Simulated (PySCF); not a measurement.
A calculated (r2SCAN, PySCF 2.14, x2c-TZVPall, the spin-free X2C one-electron Hamiltonian (Gaussian nucleus)) atom or ion has these occupied shells.

| shell | electrons | orbital energy (eV) | rms radius, mean of both spins (bohr) |
| --- | --- | --- | --- |
| 1s α | 1 | -1520.8 | 0.139 |
| 1s β | 1 | -1520.7 | 0.139 |
| 2s α | 1 | -111.57 | 0.682 |
| 2s β | 1 | -111.53 | 0.682 |
| 2p α | 3 | -71.300 | 0.678 |
| 2p β | 3 | -71.213 | 0.678 |
| 3s α | 1 | -8.045 | 2.78 |
| 3s β | 1 | -7.387 | 2.78 |
| 3p α | 1 | -3.322 | 3.62 |

(1) Name the element and its charge.

## Answers

(1) Al (aluminium, neutral), in [Ne] 3s2 3p1, 2P determinant.
